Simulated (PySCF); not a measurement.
**Computed properties of Al(AsH2)2(H) (AlAs2H5), SMILES [AsH2][AlH][AsH2]**

Al(AsH2)2(H) (AlAs2H5), SMILES [AsH2][AlH][AsH2]. Geometry optimised at B3LYP-D3(BJ)/def2-SVP. The structure was generated by enumeration; whether it is a known compound was not checked. One conformer was computed; it need not be the lowest. All values are computed for the isolated molecule unless a solvent is named; none is compared with measurement here.

**Structure.** The optimised structure has C2 symmetry. All 18 harmonic modes at B3LYP-D3(BJ)/def2-SVP (PySCF) are real, so it is a minimum. With heavy atoms numbered as in [AlH:1]([AsH2:2])[AsH2:5], the shortest bond between them is Al1–As5 at 2.447 Å and the longest Al1–As2 at 2.447 Å.

**Vibrations.** The strongest infrared lines (harmonic, unscaled, degenerate partners summed) lie at 1909 cm⁻¹ (207 km/mol, H 96 %), 677 cm⁻¹ (190 km/mol, H 91 %, Al 8 %), 2165 cm⁻¹ (135 km/mol, H 99 %). The softest mode is at 67 cm⁻¹ and the zero-point energy is 23.7 kcal/mol.

**Electronic structure.** B3LYP/def2-TZVPD (PySCF) places the frontier levels at -6.70 and -1.86 eV, a gap of 4.84 eV, and gives a dipole moment of 0.21 D and a mean polarisability of 105.4 bohr³. PBE/def2-TZVPD (PySCF) at the same geometry gives -5.95 and -2.42 eV, so its gap is 1.31 eV narrower. An orbital gap is neither the optical nor the fundamental gap.

**Excitations.** TDDFT-PBE0/def2-SVPD (PySCF) has S1 at 4.05 eV (306 nm, f = 0.003, weak); the most intense of the 10 singlets computed lies at 6.17 eV (f = 0.30). T1 (TDA) is at 3.57 eV. TDDFT-PBE/def2-SVPD (PySCF) puts S1 at 3.70 eV. No vertical singlet excitation falls in the visible range (under 3.1 eV).

**NMR.** GIAO shifts at B3LYP/pcSseg-1 (PySCF) (non-relativistic, atoms alike by connectivity averaged): ¹H from 2.2 to 7.0 ppm against TMS.
